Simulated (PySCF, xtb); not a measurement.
C3H7NSi, SMILES NC=C=C[SiH3].

GFN2-xTB (xtb 6.7.1) at its own geometry gives an orbital gap of 3.45 eV and a dipole moment of 1.56 D.

Geometry optimised at r2SCAN-D4/def2-SVP. The structure was generated by enumeration; whether it is a known compound was not checked. Other conformers were not sampled.

Problem. What does PBE/def2-TZVP (PySCF) give? (Estimate from the structure and the level; the computed values follow.)

Solution. gap 3.48 eV (levels -4.84 and -1.37 eV), dipole 2.17 D.
